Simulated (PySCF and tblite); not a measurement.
Results of a calculation; reference values are marked as such.
C5H10OS, numbered as in [CH3:1][C@@H:2]1[CH2:3][CH2:4][CH2:5][S@@:6]1=[O:7].

Conformers came from 60 starts (ETKDG and KDG, MMFF94s, GFN2-xTB); geometries are GFN2-xTB. Free energies are PBE0-D3(BJ)/pcSseg-1 single points with GFN2-xTB rigid-rotor and vibrational terms (modes under about 100 cm⁻¹ blended into free rotors). Symmetry numbers and mirror images are counted. Conformers within 2.5 kcal/mol (GFN2-xTB free energy) were kept, 3 at most. GIAO shieldings: PBE0/pcSseg-1. Shifts are against TMS (¹H), TMS (¹³C) at the same level; of two unlike H on one atom, a is the less shielded. Run with PySCF (density fitting) and tblite.

The 5-ring runs over atoms 2–3–4–5–6.

| conformer | shape | symmetry | E(GFN2) kcal/mol | E(DFT) kcal/mol |
| --- | --- | --- | --- | --- |
| 1 | 5-ring between envelope and twist (ring torsions 51, -34, 8, 20, -44°) | C1 | 0.00 | 0.00 |
| 2 | 5-ring envelope (ring torsions -49, 49, -29, 2, 26°) | C1 | 0.84 | 0.67 |

**Question.** How much do the weights at 298.15 K and the averaged shift of H5a depend on how the conformers are weighted?

**Answer.** 
```tsv
weighting	1 (%)	2 (%)	δ (ppm)	rms dipole (D)
DFT energy with thermal terms, symmetry and mirror images (full scheme)	73	27	3.23	3.92
DFT energy with symmetry and mirror images	76	24	3.27	3.92
bare DFT energy	76	24	3.27	3.92
GFN2-xTB energy with symmetry and mirror images	80	20	3.36	3.93
GFN2-xTB free energy	78	22	3.32	3.92
leading conformer alone	100	0	3.69	3.95
equal weights	50	50	2.83	3.90
```

The largest departure from the full scheme, 0.47 ppm, comes with: leading conformer alone.


Conformer gaps in pcSseg-1 on xTB geometries can be 2 kcal/mol off for S=O, P=O and other polar bonds.